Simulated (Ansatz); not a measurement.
BeH3N (SMILES [BeH][NH2]) moved off its minimum; all values from Ansatz (an electronic-structure program), cores frozen in correlated methods.
(charge 0, multiplicity 1)
```xyz
5

Be    -0.5071    -0.0967    -0.7741
H     -1.3668    -0.2054    -1.8560
N      0.3648     0.0699     0.4253
H      1.0667    -0.6136     0.7015
H      0.2771     0.7551     1.1382
```

Forces at wB97M-V/def2-TZVPP (eV/Å):

| atom | Fx | Fy | Fz |
|---|---|---|---|
| Be1 | -0.757 | 0.026 | -0.802 |
| H2 | 0.548 | 0.030 | 0.601 |
| N3 | 0.524 | -0.884 | -0.148 |
| H4 | -0.281 | 0.369 | -0.091 |
| H5 | -0.034 | 0.460 | 0.439 |

**Question.** Give the forces (eV/Å), the total energy and the dipole at CCSD(T)/aug-cc-pVTZ.

**Answer.** 
```csv
atom,Fx,Fy,Fz
Be1,-0.818,0.003,-0.893
H2,0.469,0.023,0.500
N3,0.590,-0.859,-0.074
H4,-0.199,0.290,-0.059
H5,-0.043,0.543,0.525
```
Energy -71.1906 hartree, dipole 1.54 D.
